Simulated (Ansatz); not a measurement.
One change: `[CH3][GaH][F]` becomes `[F][GaH][I]`.

Ansatz, PBE0-D4/def2-TZVP geometries, multiplicity 1. 

Elements past krypton have def2 core potentials. Scalar relativity is left out up to krypton.

```
                                          property  `[CH3][GaH][F]`
             LUMO energy (ωB97M-V/def2-TZVPP) / eV             0.56
size of the dipole moment (ωB97M-V/def2-TZVPP) / D             2.64
    size of the dipole moment (PBE/def2-TZVPP) / D             2.53
           HOMO–LUMO gap (ωB97M-V/def2-TZVPP) / eV            11.22
             HOMO energy (ωB97M-V/def2-TZVPP) / eV           -10.66
                 HOMO energy (PBE/def2-TZVPP) / eV            -7.08
```

Give the same properties after the change, and the shifts. (Best estimate.)

The calculation gave: 
```csv
property,`[F][GaH][I]`,shift
LUMO energy (ωB97M-V/def2-TZVPP) / eV,0.00,-0.56
size of the dipole moment (ωB97M-V/def2-TZVPP) / D,1.89,-0.75
size of the dipole moment (PBE/def2-TZVPP) / D,1.74,-0.79
HOMO–LUMO gap (ωB97M-V/def2-TZVPP) / eV,10.16,-1.06
HOMO energy (ωB97M-V/def2-TZVPP) / eV,-10.16,0.50
HOMO energy (PBE/def2-TZVPP) / eV,-6.88,0.20
```

With PBE0 the HOMO rises by 0.40 eV and the LUMO falls by 0.61 eV, so the gap narrows by about 1.01 eV. PBE moves the HOMO by 0.20 eV and ωB97M-V by 0.50 eV. Dipoles are sizes alone; their direction can turn.

Spin–orbit coupling is left out; it splits and shifts lone-pair levels of the heavy atoms by tenths of an eV.
